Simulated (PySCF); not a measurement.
C2H11NSi3, SMILES C1N[SiH2][Si@@H]1[SiH2]C.

Geometry: r2SCAN-D4/def2-SVP. The structure was generated by enumeration; whether it is a known compound was not checked. One conformer was computed; it need not be the lowest.

Two levels are set side by side: PBE/def2-TZVP (PySCF) and ωB97X/def2-TZVP (PySCF). Same geometry, gas phase. Differences are taken from unrounded values.

```json
[
 {"quantity": "orbital gap (eV)", "ωB97X": "10.61"},
 {"quantity": "highest occupied level (eV)", "ωB97X": "-9.03"},
 {"quantity": "lowest empty level (eV)", "ωB97X": "1.58"},
 {"quantity": "dipole moment (D)", "ωB97X": "1.36"}
]
```

**Question.** What does PBE give, and how far is it from ωB97X? (Estimate from the structure and the level; the computed values follow.)

**Answer.** 
```csv
quantity,PBE,PBE minus ωB97X
orbital gap (eV),4.16,-6.45
highest occupied level (eV),-5.34,3.69
lowest empty level (eV),-1.18,-2.76
dipole moment (D),1.51,0.15
```

PBE's occupied levels lie high since its potential decays too fast outside the molecule; exact exchange lowers them and widens the gap. Differences between two approximate levels are no errors against the true value.

Rough cost on one machine, each run with all the roots and properties that it gave: ωB97X against PBE within a factor of 2.
